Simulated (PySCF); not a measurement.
## I⁺ (iodine, charge +1) across methods

[Kr] 4d10 5s2 5p4, high-spin 3P determinant. Computed with PySCF 2.14 in Sapporo-DKH3-DZP-2012 (7s6p4d1f, 52 functions), with scalar relativity by spin-free X2C-1e.

| method | E (hartree) | mean ε 5s β (eV) | mean ε 5p α (eV) | mean ε 5p β (eV) | Σ⟨r²⟩ (bohr²) | ⟨S²⟩ |
| --- | --- | --- | --- | --- | --- | --- |
| LC-wPBE | -7114.29 | -29.853 | -20.113 | -18.495 | 50.13 | 2.003 |
| TPSS | -7114.43 | -25.322 | -16.121 | -14.587 | 50.29 | 2.002 |
| wB97X-V | -7114.45 | -29.506 | -19.575 | -18.147 | 50.30 | 2.002 |
| r2SCANh | -7114.73 | -25.977 | -16.914 | -15.190 | 50.23 | 2.004 |
| r2SCAN | -7114.74 | -25.424 | -16.438 | -14.747 | 50.24 | 2.003 |
| UHF | -7111.84051 | -29.698 | -20.459 | -18.246 | 50.77 | 2.007 |
| PBE | -7114.32 | -25.324 | -15.991 | -14.472 | 50.32 | 2.001 |
| PBE0 | -7114.40 | -26.736 | -17.329 | -15.676 | 50.25 | 2.002 |

Estimate the same row for LDA.

E (hartree) = -7108.20; mean ε 5s β (eV) = -25.740; mean ε 5p α (eV) = -16.077; mean ε 5p β (eV) = -14.637; Σ⟨r²⟩ (bohr²) = 50.23; ⟨S²⟩ = 2.001.
